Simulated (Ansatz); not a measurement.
Mulliken charges of FH5SSi2 (`F[SiH2]S[SiH3]`) from r2SCAN/def2-TZVPP in Ansatz (PBE0-D4/def2-TZVP geometry).

```tsv
atom	x (Å)	y (Å)	z (Å)	charge (e)
F1	-1.296	1.126	-1.456	-0.317
Si2	0.141	1.390	-0.807	0.608
S3	1.248	-0.403	-0.636	-0.322
Si4	-0.002	-1.431	0.775	0.341
H5	0.908	2.274	-1.710	-0.074
H6	-0.104	1.999	0.519	-0.074
H7	0.881	-2.352	1.529	-0.056
H8	-1.057	-2.205	0.078	-0.052
H9	-0.630	-0.445	1.690	-0.053
```

**Question.** By hand: the dipole of these point charges (1 e Å = 4.8032 D).

**Answer.** Σ q r = (0.074, 0.084, 0.349) e Å, of length 0.367 e Å = 1.76 D.

**Question.** How does the dipole of the full density compare? (Estimate.)

**Answer.** The calculation gave: (0.059, 0.008, 0.212) e Å, 1.06 D; the point charges give 1.66 times that, at 12° from its direction.

Point charges leave out the atoms' own dipoles, such as those of lone pairs, and Mulliken's split depends on the basis, so the two needn't agree.
